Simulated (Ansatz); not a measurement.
Pulling on the Se1–H2 bond in FHSe (SMILES F[SeH]) (multiplicity 1 held, fragments rigid). Energies count from the point at 1.478 Å.
Geometry at that point (charge 0, multiplicity 1):
```json
[
 {"atom": "Se", "x (Å)": "-0.1156", "y (Å)": "-0.2234", "z (Å)": "0.2595"},
 {"atom": "H", "x (Å)": "-0.8996", "y (Å)": "-0.9550", "z (Å)": "-0.7575"},
 {"atom": "F", "x (Å)": "0.5367", "y (Å)": "0.9499", "z (Å)": "-0.8963"}
]
```

Signs of static correlation in cc-pVTZ, with CASSCF(4,3), from Ansatz (a program for electronic structure) runs.

```tsv
R (Å)	T1 of restricted CCSD	⟨S²⟩ of UHF	largest double amplitude of restricted CCSD	weight of the CASSCF reference in MRCISD	CASSCF natural occupations
1.182	0.013	0.000	0.043	0.912	2.00 1.99 0.01
1.330	0.013	0.000	0.042	0.912	2.00 1.98 0.02
1.478	0.013	0.000	0.041	0.911	2.00 1.97 0.03
1.626	0.013	0.000	0.057	0.911	2.00 1.96 0.04
1.774	0.014	0.000	0.080	0.911	2.00 1.94 0.07
1.995	0.016	0.293	0.163	0.910	2.00 1.88 0.12
2.217	0.018	[?]	0.237	0.910	2.00 1.80 0.20
2.586	[?]	0.890	0.373	0.911	2.00 1.62 0.38
2.956	0.028	0.970	0.513	0.911	2.00 1.41 0.59
3.399	0.033	1.001	0.654	0.911	2.00 1.23 0.77
3.990	0.036	1.010	0.773	0.911	2.00 1.10 0.90
4.729	0.036	1.012	0.841	0.911	2.00 1.03 0.97
```

### Question
What belongs in the gaps?

### Answer

- 2.217, ⟨S²⟩ of UHF: 0.649
- 2.586, T1 of restricted CCSD: 0.023

Doubts at one or more of the structures used: active orbitals that take no part (SC-NEVPT2 on CASSCF(4,3)/cc-pVTZ); a restricted determinant that unrestricted orbitals would lower (R-CCSD(T)/cc-pVTZ); other coupled-cluster roots lie near (R-CCSD(T)/cc-pVTZ); a spin-contaminated determinant (U-CCSD(T)/cc-pVTZ); T1 above 0.05 (U-CCSD(T)/cc-pVTZ).
